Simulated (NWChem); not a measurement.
Molecule: CHCl, singlet; SMILES [CH]Cl

All runs: NWChem. Pople sets run with spherical d functions. Low-valent species are run as closed-shell singlets; no triplet was tried in these runs. Geometry: optimised at PBE-D3(BJ)/def2-SVP.

**Question.** Taking B3LYP/def2-QZVP as the yardstick, which of these has the fewest basis functions while keeping “highest occupied level (eV)” within 0.2 eV of it: B3LYP/6-311++G**; B3LYP/6-31G*; B3LYP/3-21G; B3LYP/6-311G**; B3LYP/STO-3G; B3LYP/def2-TZVPD; B3LYP/6-31+G*?

**Answer.** B3LYP/6-31+G*.
```csv
level,basis functions,highest occupied level (eV)
B3LYP/STO-3G,15,-4.59
B3LYP/3-21G,24,-6.62
B3LYP/6-31G*,34,-6.67
B3LYP/6-31+G*,42,-6.96
B3LYP/6-311G**,50,-6.92
B3LYP/6-311++G**,59,-7.01
B3LYP/def2-TZVPD,92,-7.01
B3LYP/def2-QZVP,157,-7.00
```

The yardstick is one finite set, not the basis-set limit.
